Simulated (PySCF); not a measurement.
**Molecular orbitals of SbF⁺**

PBE0 at R = 1.863 Å; basis Sb cc-pVTZ-PP with ECP28, F cc-pVTZ; scalar-relativistic core potentials; PySCF 2.14. State: ²Π (doublet), unpaired electrons π ↑. Only the outer orbitals are listed, counted within each symmetry, core potentials removing the inner ones.

| spin | orbital | occ. | ε (eV) | on Sb (%) | main shells (%) |
| --- | --- | --- | --- | --- | --- |
| α | 5σ | 1 | -39.11 | 10 | 89 F s |
| α | 6σ | 1 | -23.31 | 74 | 74 Sb s, 22 F p |
| α | 3π | 1 | -18.83 | 10 | 90 F p |
| α | 3π | 1 | -18.62 | 10 | 90 F p |
| α | 7σ | 1 | -18.50 | 43 | 56 F p, 22 Sb s, 19 Sb p |
| α | 4π | 1 | -13.38 | 93 | 92 Sb p |
| α | 4π | 0 | -11.25 | 94 | 93 Sb p |
| α | 8σ | 0 | -8.03 | 91 | 77 Sb p, 10 Sb d, 10 F p |
| α | 9σ | 0 | -3.09 | 100 | 96 Sb s |
| β | 5σ | 1 | -38.99 | 10 | 89 F s |
| β | 6σ | 1 | -22.59 | 66 | 65 Sb s, 30 F p |
| β | 3π | 1 | -18.61 | 9 | 91 F p |
| β | 3π | 1 | -18.36 | 8 | 92 F p |
| β | 7σ | 1 | -18.14 | 50 | 49 F p, 30 Sb s, 19 Sb p |
| β | 4π | 0 | -10.85 | 95 | 94 Sb p |
| β | 4π | 0 | -9.85 | 96 | 95 Sb p |
| β | 8σ | 0 | -7.64 | 92 | 78 Sb p, 10 Sb d, 9 F p |

Problem. Which are the highest filled and the lowest empty level, where do they sit, and how wide is the gap?

Solution. Highest filled α 4π at -13.38 eV (in %: 92 Sb p); lowest empty α 4π at -11.25 eV (in %: 93 Sb p); the gap at PBE0 is 2.13 eV. Both belong to one degenerate shell, split only by its one-sided filling, so this is no excitation gap.

* bond order (Mayer): 1.22
* ⟨S²⟩: 0.753
* charge on Sb (Mulliken, basis-dependent): 1.25
* charge on Sb (Löwdin, basis-dependent): 1.17
* dipole moment (positive dipole points towards F; it is taken about the centre of mass and depends on that origin): -2.79 D
* polarisability along the bond: 29.3 bohr³
* polarisability across the bond: 22.8 bohr³

Spin–orbit coupling is left out. The state is the lowest determinant that a PBE0 search found; another state may lie lower at other levels.
